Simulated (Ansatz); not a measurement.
Relaxation of C$_{2}$H$_{4}$AlNO (9 atoms, charge 0, multiplicity 1), to a largest force component of 0.02 eV/Å in at most 50 steps.

Level of theory: RKS PBE0-D4/def2-SVP in Ansatz 0.2.0.

```xyz
9
Properties=species:S:1:pos:R:3
N 0.237 1.820 -1.301
C 0.730 0.784 -0.922
C 1.263 -0.321 -0.531
O 0.749 -1.184 0.381
Al -1.012 -0.983 1.155
H -0.759 2.144 -0.963
H 1.567 -1.741 0.366
H -1.857 0.328 0.825
H -1.565 -2.061 2.229
```

Task: Where does it end, and by what steps?

Result: The forces met the threshold. After 39 steps the energy has fallen by 3.975 eV; H8 moved furthest, 1.72 Å. Joined: C3–Al5 (2.91 → 1.93 Å).

```json
{"step": "0", "energy less start (eV)": "0.0000", "largest force component (eV/Å)": "3.593", "accepted": "yes"}
{"step": "2", "energy less start (eV)": "-1.5264", "largest force component (eV/Å)": "1.859", "accepted": "yes"}
{"step": "4", "energy less start (eV)": "-1.5996", "largest force component (eV/Å)": "2.153", "accepted": "no"}
{"step": "6", "energy less start (eV)": "-1.9311", "largest force component (eV/Å)": "0.564", "accepted": "yes"}
{"step": "8", "energy less start (eV)": "-1.9390", "largest force component (eV/Å)": "0.799", "accepted": "no"}
{"step": "10", "energy less start (eV)": "-1.9584", "largest force component (eV/Å)": "0.164", "accepted": "yes"}
{"step": "12", "energy less start (eV)": "-1.9633", "largest force component (eV/Å)": "0.182", "accepted": "yes"}
{"step": "14", "energy less start (eV)": "-1.9714", "largest force component (eV/Å)": "0.506", "accepted": "yes"}
{"step": "16", "energy less start (eV)": "-2.3586", "largest force component (eV/Å)": "1.763", "accepted": "yes"}
{"step": "18", "energy less start (eV)": "-3.2374", "largest force component (eV/Å)": "1.710", "accepted": "yes"}
{"step": "20", "energy less start (eV)": "-3.6012", "largest force component (eV/Å)": "0.857", "accepted": "yes"}
{"step": "22", "energy less start (eV)": "-3.7676", "largest force component (eV/Å)": "0.976", "accepted": "yes"}
{"step": "24", "energy less start (eV)": "-3.8312", "largest force component (eV/Å)": "1.264", "accepted": "yes"}
{"step": "26", "energy less start (eV)": "-3.7991", "largest force component (eV/Å)": "0.906", "accepted": "no"}
{"step": "28", "energy less start (eV)": "-3.9467", "largest force component (eV/Å)": "0.300", "accepted": "yes"}
{"step": "30", "energy less start (eV)": "-3.9597", "largest force component (eV/Å)": "0.302", "accepted": "yes"}
{"step": "32", "energy less start (eV)": "-3.9678", "largest force component (eV/Å)": "0.355", "accepted": "yes"}
{"step": "34", "energy less start (eV)": "-3.9726", "largest force component (eV/Å)": "0.267", "accepted": "yes"}
{"step": "36", "energy less start (eV)": "-3.9744", "largest force component (eV/Å)": "0.097", "accepted": "yes"}
{"step": "38", "energy less start (eV)": "-3.9746", "largest force component (eV/Å)": "0.022", "accepted": "yes"}
{"step": "39", "energy less start (eV)": "-3.9747", "largest force component (eV/Å)": "0.013", "accepted": "yes"}
```

```xyz
9
Properties=species:S:1:pos:R:3
N 0.625 1.431 -1.960
C 0.285 0.790 -0.969
C -0.112 -0.038 -0.035
O 0.786 -0.469 1.040
Al -1.157 -1.141 1.147
H 0.558 2.449 -1.863
H 1.471 -1.055 0.683
H -1.954 -0.480 2.345
H -1.149 -2.701 0.851
```

Time of the run: 70 s on 2 threads of Intel(R) Xeon(R) Platinum 8488C (Sapphire Rapids) (shared host), peak memory 0.2 GiB.
